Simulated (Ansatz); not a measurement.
Spectroscopic constants of PO, multiplicity 2 (the spin of the measured ground state).

```csv
level,bond energy D_e (kcal/mol)
SVWN5/def2-TZVPP,179.74
PBE/def2-TZVPP,152.96
r2SCAN/def2-TZVPP,141.66
B97M-V/def2-TZVPP,142.38
B3LYP/def2-TZVPP,143.40
PBE0/def2-TZVPP,138.18
BHLYP/def2-TZVPP,126.39
CAM-B3LYP/def2-TZVPP,143.63
wB97X-V/def2-TZVPP,145.29
wB97M-V/def2-TZVPP,145.21
B2PLYP/def2-TZVPP,142.76
```

The rows run from 126.39 (BHLYP/def2-TZVPP) to 179.74 kcal/mol (SVWN5/def2-TZVPP). The 11 functionals in def2-TZVPP without D3 or D4 span 53.35, from BHLYP to SVWN5.

D_e counts from the fitted minimum to each atom's lowest state at the same level, without counterpoise.

Correlated levels freeze the cores.

The values were computed with Ansatz (a program for electronic structure) with Gaussian orbitals.
